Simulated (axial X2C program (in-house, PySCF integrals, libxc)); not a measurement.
SrC⁺: from Re and ωe to a spectrum

A bond curve at the CCSD(T) level, 2c, was computed with an in-house all-electron X2C program for linear molecules (integrals from PySCF) (basis Sr dyall-cv3z [13s12p8d5f1g], C dyall-v3z [7s6p2d1f] (cores contracted in-house)) for the state Ω = 3/2 (⟨Sz⟩ = 1.50, ⟨Lz⟩ = 0.00 at HF). Its fit gives Re = 2.3174 Å, ωe = 519.7 cm⁻¹, ωexe = 2.2 cm⁻¹ and αe = 1.663e-03 cm⁻¹; the masses are 87.9056 and 12.0000 u. Two-component means X2C with spin–orbit coupling and atomic mean-field Coulomb and Gaunt terms.

Correlated methods: 13 electrons correlated (number of frozen shells: Sr 3 s, 2 p, 1 d; C 1 s), 239 virtual spin orbitals or spinors in MP2, 89 natural virtuals in coupled cluster.

(1) Find the reduced mass, Be and the force constant.

(2) A Morse curve ties αe to the other constants (Pekeris). How well does that hold?

(3) Where do the fundamental and the first overtone lie?

(4) Estimate De from a Morse curve and compare with the computed well depth of 2.163 eV to Sr+ + C.

(5) Estimate the centrifugal constant by the Kratzer relation.

The state is a single determinant with fixed occupations, the lowest that a limited PBE0 search found. Dissociation energies refer to the lowest single-determinant-based atoms at the same level and basis. CCSD and (T) use frozen natural virtuals with an MP2 correction for the truncation; (T) itself is uncorrected, so its De runs slightly low. In 2c an atomic determinant is not the ground J level, so De misses part of the atomic spin–orbit lowering. This holds for CCSD(T). With several unpaired electrons one determinant need not be a pure state. This is the top spin component of a Σ state; components of lower Ω are not single determinants and can lie lower.

Results:

(1) From the CCSD(T) values: μ = 10.5586 u. Be = 16.8576/(μ Re²) = 0.2973 cm⁻¹. k = 5.8918×10⁻⁷ μ ωe² = 1.68 mdyn/Å.

(2) αe(Morse) = 6Be²/ωe × (√(ωexe/Be) − 1) = 1.755e-03 cm⁻¹; the CCSD(T) curve gives 1.663e-03 cm⁻¹, a ratio of 1.06.

(3) ν(1←0) = ωe − 2ωexe = 515.3 cm⁻¹; ν(2←0) = 2ωe − 6ωexe = 1026.2 cm⁻¹.

(4) De(Morse) = ωe²/(4ωexe) = 3.805 eV against 2.163 eV computed, a ratio of 1.76. The extrapolation overshoots: the well softens faster than a Morse curve, or the lowest atomic limit lies below the one to which the curve heads.

(5) D = 4Be³/ωe² = 3.89e-07 cm⁻¹.
